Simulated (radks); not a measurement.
Ionisation of the tellurium ion Te2+, [Kr] 4d10 5s2 5p2, to [Kr] 4d10 5s2 5p1 as the strength of local exchange is varied. Calculated with a radial shooting solver on a logarithmic mesh with Libxc functionals: scalar-relativistic Kohn-Sham, Slater X-alpha exchange (alpha = 2/3 is LDA exchange), no correlation, spin-polarised, spherical densities, point nucleus; open shells are filled with parallel spins first (spin-orbit coupling, left out, can overturn this in heavy ions).

alpha  E(Te2+) (hartree)  exchange (hartree)  IE (eV)  -e of the level emptied (eV)  <r> of it (bohr)
0.577        -6760.83786          -141.80510   25.514                   21.055 (5p)             2.392
0.642        -6776.86980          -158.13291   26.360                   21.883 (5p)             2.361
0.667        -6783.04549          -164.43183   26.689                   22.205 (5p)             2.350
0.701        -6791.45295          -173.01530   27.139                   22.648 (5p)             2.334
0.707        -6792.93763          -174.53206   27.219                   22.726 (5p)             2.332
0.794        -6814.49994          -196.59327   28.390                   23.878 (5p)             2.293
1.012        -6868.81163          -252.43347   31.427                   26.881 (5p)             2.204

NIST Atomic Spectra Database: 27.84 eV (measured). The Delta-SCF value meets it near alpha = 0.75. Open shells are spherical and high-spin; term and fine-structure splittings are not resolved. Spin-orbit splitting is averaged out at the scalar-relativistic level.
